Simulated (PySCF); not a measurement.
BBr3.
Atom-mapped SMILES: `[Br:1][B:2]([Br:3])[Br:4]`

Method: PySCF 2.14.0, PBE0-D3(BJ)/def2-SVP geometry optimisation, gas phase; density fitting, grid level 1; the optimiser is geomeTRIC in internal coordinates, started from a GFN2-xTB structure with every atom displaced at random (about 0.01 Å).

Step 0: E = -210767.1433 eV
```
atom  x, y, z in Å  |  force x, y, z in eV/Å
Br1     1.8291   -0.3803   -0.2456   -0.003   0.126  -0.046
B2     -0.0543   -0.0789   -0.2708    0.784   0.422  -0.207
Br3    -0.7653    1.5572   -0.8873   -0.031   0.273  -0.110
Br4    -1.1766   -1.4236    0.3212   -0.749  -0.821   0.364
```

Step 1: E = -210767.1716 eV
```
atom  x, y, z in Å  |  force x, y, z in eV/Å
Br1     1.8362   -0.3538   -0.2548    0.080  -0.040   0.001
B2     -0.0360   -0.0802   -0.2760   -0.316  -0.195   0.131
Br3    -0.7481    1.5696   -0.8916   -0.007  -0.041   0.002
Br4    -1.2192   -1.4612    0.3398    0.242   0.276  -0.134
```

Step 2: E = -210767.1748 eV
```
atom  x, y, z in Å  |  force x, y, z in eV/Å
Br1     1.8376   -0.3668   -0.2565    0.025   0.045   0.022
B2     -0.0362   -0.0721   -0.2591   -0.093  -0.116  -0.065
Br3    -0.7595    1.5631   -0.8951    0.040   0.040   0.018
Br4    -1.2091   -1.4498    0.3280    0.028   0.031   0.026
```

Problem. Estimate the geometry and energy of step 3. (The exact step hangs on the optimiser's Hessian estimate; all steps are aligned on step 2, rigid shifts and turns removed.)

Solution. E = -210767.1737 eV, largest force 0.180 eV/Å
```
atom  x, y, z in Å  |  force x, y, z in eV/Å
Br1     1.8370   -0.3596   -0.2477   -0.009   0.000  -0.048
B2     -0.0433   -0.0883   -0.2868    0.106   0.108   0.097
Br3    -0.7547    1.5657   -0.8848    0.000   0.033  -0.064
Br4    -1.2062   -1.4433    0.3368   -0.098  -0.141   0.016
```

The energy changes by +0.0011 eV. The first-order estimate −F·Δx gives -0.0058 eV and the mean of the old and new forces, exact on a quadratic surface, +0.0007 eV. The step makes an angle of 36° with the force vector and moves no atom by more than 0.033 Å. The energy falls at the start of this step and ends higher, so the step passed the lowest point of its straight line.

The cost below is that of the whole optimisation. The run took 34 s on one thread, Intel Xeon Platinum 8559C (x86_64), shared host, and the process peaked at 0.50 GiB of memory.
